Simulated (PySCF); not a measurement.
# Computed structure and properties of [Re3]+

System: [Re3]+ (triplet); start: released along the symmetry-breaking force (D3h). Method: PySCF 2.14.0, UKS PBE, Re def2-SVP with ECP60; non-relativistic Hamiltonian with scalar-relativistic core potentials where named; density fitting; no spin-orbit coupling.

Input of the relaxation:

```python
mol = gto.M(atom='''
Re     1.31829    -0.00183     0.00000
Re    -0.66832     1.14875    -0.00000
Re    -0.64997    -1.14692     0.00000''',
    basis={'Re': 'def2-SVP'},
    ecp={'Re': 'def2-SVP'},
    charge=1, spin=2)
mf = dft.UKS(mol, xc='PBE')
mf.grids.atom_grid = (50, 194)
mf = mf.density_fit()  # fitting sets: Re def2-universal-JKFIT
mf.conv_tol = 1e-08; mf.max_cycle = 55
mf.kernel(dm0)  # dm0: converged density of the start geometry
# quasi-Newton relaxation in Cartesian coordinates to a largest gradient under 0.00045 Eh/bohr
```

Run from Python with OMP_NUM_THREADS=2; the lines above give its settings. Where DIIS fails, smearing, a level shift and second-order steps follow.
It took 20 s on 2 threads of Intel(R) Xeon(R) CPU @ 2.80GHz (Skylake/Cascade Lake), on a shared host, from the converged density of the start.

Course of the relaxation:

| step | energy above end (eV) | largest force component within the symmetry (eV/Å) |
| --- | --- | --- |
| 0 | 0.0009 | 0.160 |
| 1 | 0.0001 | 0.044 |
| 2 | 0.0000 | 0.005 |

Relaxed geometry (D3h):

```xyz
3

Re    1.3207    0.0019    0.0000
Re   -0.6663    1.1453    0.0000
Re   -0.6544   -1.1471    0.0000
```

```json
{"contact": "Re3–Re1", "Å": "2.285"}
{"contact": "Re3–Re2", "Å": "2.292"}
{"contact": "Re2–Re1", "Å": "2.293"}
```

On the finer grid (75, 302):

```yaml
HOMO: -9.07 eV
LUMO: -8.66 eV
Dipole_about_the_centre_of_mass: 0.15 D
Spin_squared: 2.888
Set_of_Mulliken_populations_of_Re1_outside_the_core_potential: s 3.07, p 6.06, d 5.48, f 0.04
D3_BJ_dispersion_energy_not_in_the_energies: -0.126 eV
```

```csv
atom,Mulliken (e),Löwdin (e),spin (e)
Re1,0.35,0.33,1.22
Re2,0.29,0.35,-0.45
Re3,0.35,0.33,1.22
```

Another spin state tried lies lower. The state is spin-contaminated.

A rough frequency check found all modes real, so this is a minimum.

One start shape was tried, so this needn't be the lowest isomer.

Open shells may have lower solutions than the one found.
